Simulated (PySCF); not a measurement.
C2H6N, SMILES [NH+](=C)C, charge +1. Coordinates come from a PBE-D3(BJ)/def2-TZVP optimisation. The isomer is the one that the SMILES or the coordinates give; other isomers of the formula were not compared.

The numbers are results of PBE-D3(BJ)/def2-TZVP in PySCF, not measurements.

Harmonic wavenumbers (cm⁻¹): 194, 455, 567, 907, 1021, 1035, 1079, 1107, 1227, 1383, 1413, 1413, 1428, 1475, 1697, 2993, 3070, 3076, 3113, 3193, 3397. Rotational constants (GHz): 47.76, 9.766, 8.550; symmetry number 1.

Q: Work out the zero-point energy and the ideal-gas rigid-rotor harmonic-oscillator thermochemistry at 298.15 K and 1 atm.

A: ZPE = ½ Σ hcν = ½ × 35241 cm⁻¹ = 50.38 kcal/mol. H − E(el) = 53.52 kcal/mol. Entropy in cal/(mol K): translation 37.28, rotation 21.92, vibration 4.04, total 63.23. G − E(el) = 34.67 kcal/mol. Cp = 14.73 cal/(mol K).
